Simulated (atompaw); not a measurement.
**Ranking PAW (atompaw) potentials for Mn**

All share these settings but for the change named:

* Element: manganese (Mn)
* Generator: atompaw 4.2.0.5
* Type: PAW
* Functional: PBEsol
* Relativity: scalar-relativistic
* Frozen core: [Ar]
* Valence charge: 7
* Reference configuration: 3d5 4s2 4p0
* Partial waves: 4s (bound): rc 2.80 bohr; 4s channel at 0.1 Ry: rc 2.80 bohr; 4p (bound, empty): rc 2.70 bohr; 4p channel at 2.75 Ry: rc 2.70 bohr; 3d (bound): rc 0.95 bohr; 3d channel at 1.15 Ry: rc 0.95 bohr
* Local potential: bessel scheme, radius 2.70 bohr
* Core correction: smooth core density matched at 1.70 bohr
* Augmentation charge: sinc compensation charge, radius 2.30 bohr; PAW radius 2.80 bohr; waves and projectors: custom polynom vanderbiltortho

Cutoff: the first of the cutoffs (Ry, on a coarse ladder) from which the occupation-weighted sum of valence levels, in a spherical-Bessel basis at the reference potential, stays within 10 and 1 mRy of its value at 400 Ry; the density cutoff is not measured.

The base gives 140 Ry.

Of 8 variants that were run, those that failed, showed a ghost or another fault, or gave nearly equal values are left out.

A variant can come out equal or close to the base.

Task: Rank these variants from softest to hardest (loose cutoff).
A. all radii scaled by about 0.96 (s 2.70, p 2.60, d 0.92 bohr); local potential bessel scheme, radius 2.60 bohr; augmentation sinc compensation charge, radius 2.22 bohr; PAW radius 2.70 bohr; waves and projectors: custom polynom vanderbiltortho; core correction smooth core density matched at 1.64 bohr
B. wave 3d (bound): rc 0.95 bohr becomes 3d (bound): rc 2.68 bohr
C. wave 4p (bound): rc 2.70 bohr becomes 4p (bound): rc 2.62 bohr

Result: B (12 Ry), A (120 Ry), C (140 Ry).
